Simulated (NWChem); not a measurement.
# NWChem input wanted

SiSe− has 2 atoms, charge -1, and is taken as a doublet. SMILES of the parent species: `[Si][Se]`. Geometry: a GFN2-xTB relaxation, a rough one for these elements and not checked as a minimum. That shape belongs to the parent species and isn't relaxed for this state.

| atom | x (Å) | y (Å) | z (Å) |
| --- | --- | --- | --- |
| Si | 0.0000 | 0.0000 | 0.0000 |
| Se | 0.0000 | 0.0000 | 2.1245 |

Settings wanted:

* task: energy
* method: DFT
* functional: GAM
* basis set: cc-pVDZ-DK
* reference: GKS
* relativity: ZORA-SO
* integration grid: medium
* iteration cap: 150
* module: sodft

Give an NWChem 7.3.0 job that does this.

One that was run (others would do as well):

sesi.nw:
```
start sesi
memory total 2200 mb
charge -1

geometry units angstroms noautosym nocenter noautoz
   Si     0.000000     0.000000     0.000000
   Se     0.000000     0.000000     2.124530
end

basis "ao basis" spherical bse
   * library cc-pVDZ-DK
end

relativistic
   zora on
end

dft
   xc gga_x_gam gga_c_gam
   mult 2
   grid medium
   maxiter 150
   print low
end

task sodft energy
```

```bash
$ nwchem sesi.nw > sesi.out
```

Calculated total energy: -2732.67352 Eh. Without diffuse functions such a state is poorly described.
